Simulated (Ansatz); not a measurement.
Ansatz (a quantum-chemistry and plane-wave program) input (PBE0/def2-TZVP):

Ansatz 0.2 input:
```yaml
crystal:
  periodic: [false, false, false]
  atoms:
    - {symbol: S, position_ang: [-0.04999147, -0.01908382, -0.41466625]}
    - {symbol: C, position_ang: [-0.07168400, -0.01278042, 1.22690343]}
    - {symbol: H, position_ang: [1.22996749, 0.38202373, -0.72676059]}
basis:
  gaussian:
    orbitals: def2-TZVP
hamiltonian:
  xc: {name: PBE0}
magnetization: {spin_polarized: true, initial_magnetization: 1}
relax: {f_tol: 0.003, max_steps: 100}
```

Output:

```
Functional definition: PBE0
integrals: 0.01 GiB planned
495 factors; their error is unknown
mean field: 0.19 GiB planned
mean field evaluation 1: about -11877.5166 eV, gradient 2.0e1 eV
mean field evaluation 2: about -11872.3857 eV, gradient 3.4e1 eV
mean field evaluation 4: about -11879.9236 eV, gradient 1.3e0 eV
mean field evaluation 8: about -11879.9329 eV, gradient 5.4e-2 eV
mean field evaluation 16: about -11879.9579 eV, gradient 1.3e-4 eV
mean field -11879.95793012 eV, -436.5804014070 hartree, gradient 4.1e-5 eV, S^2 0.758740; 2 other end points of the search recorded, 0 dependent functions left out
the calculation of the forces begins
reference -11879.95795124 eV, -436.5804021832 hartree; 12, 11 occupied and 62, 63 virtual orbitals, 495 factors
relax step   1: F+E_penalty+E_count = -11879.95793012 eV  Δ(F+E_penalty+E_count) = +0.000e0 eV  max|allowed force component| = 1.401e-1 eV/Å  Δτ_max = 0.0000 Å  (49 SCF iters, accepted)
these checks for a lower state are left out or cut short: starts, cluster_reference, orbital_swaps, neighbouring_geometries, increment
integrals: 0.01 GiB planned
495 factors; their error is unknown
mean field: 0.19 GiB planned
mean field evaluation 32: about -11879.9583 eV, gradient 9.3e-6 eV
mean field -11879.95833749 eV, -436.5804163777 hartree, gradient 9.3e-6 eV, S^2 0.758691; 0 other end points of the search recorded, 0 dependent functions left out
the calculation of the forces begins
reference -11879.95835861 eV, -436.5804171540 hartree; 12, 11 occupied and 62, 63 virtual orbitals, 495 factors
relax step   2: F+E_penalty+E_count = -11879.95833749 eV  Δ(F+E_penalty+E_count) = -4.074e-4 eV  max|allowed force component| = 7.115e-2 eV/Å  Δτ_max = 0.0039 Å  (42 SCF iters, accepted)
these checks for a lower state are left out or cut short: starts, cluster_reference, orbital_swaps, neighbouring_geometries, increment
integrals: 0.01 GiB planned
495 factors; their error is unknown
mean field: 0.19 GiB planned
mean field -11879.95844421 eV, -436.5804202998 hartree, gradient 1.6e-5 eV, S^2 0.758657; 0 other end points of the search recorded, 0 dependent functions left out
the calculation of the forces begins
reference -11879.95846535 eV, -436.5804210764 hartree; 12, 11 occupied and 62, 63 virtual orbitals, 495 factors
relax step   3: F+E_penalty+E_count = -11879.95844421 eV  Δ(F+E_penalty+E_count) = -1.067e-4 eV  max|allowed force component| = 9.673e-3 eV/Å  Δτ_max = 0.0023 Å  (34 SCF iters, accepted)
these checks for a lower state are left out or cut short: starts, cluster_reference, orbital_swaps, neighbouring_geometries, increment
integrals: 0.01 GiB planned
495 factors; their error is unknown
mean field: 0.19 GiB planned
mean field -11879.95844618 eV, -436.5804203719 hartree, gradient 3.7e-5 eV, S^2 0.758660; 0 other end points of the search recorded, 0 dependent functions left out
the calculation of the forces begins
reference -11879.95846731 eV, -436.5804211485 hartree; 12, 11 occupied and 62, 63 virtual orbitals, 495 factors
relax step   4: F+E_penalty+E_count = -11879.95844618 eV  Δ(F+E_penalty+E_count) = -1.962e-6 eV  max|allowed force component| = 2.840e-3 eV/Å  Δτ_max = 0.0002 Å  (28 SCF iters, accepted)
integrals: 0.01 GiB planned
495 factors; their error is unknown
mean field: 0.19 GiB planned
mean field evaluation 64: about -11879.9584 eV, gradient 4.1e-5 eV
mean field -11879.95844618 eV, -436.5804203719 hartree, gradient 3.7e-5 eV, S^2 0.758660; 3 other end points of the search recorded, 0 dependent functions left out
the calculation of the forces begins
reference -11879.95846731 eV, -436.5804211485 hartree; 12, 11 occupied and 62, 63 virtual orbitals, 495 factors
Total energy: -11879.95846731 eV, -436.5804211485 hartree
Atom 0 at    -0.050684    -0.019307    -0.415253 Å, force    -0.000349    -0.000087     0.002840 eV/Å
Atom 1 at    -0.068140    -0.011699     1.222365 Å, force    -0.000547    -0.000188    -0.001897 eV/Å
Atom 2 at     1.227116     0.381166    -0.721636 Å, force     0.000897     0.000275    -0.000943 eV/Å
Dipole moment:     0.200080     0.058977    -0.513765 e Å
```

It need not be the lowest isomer of its formula.
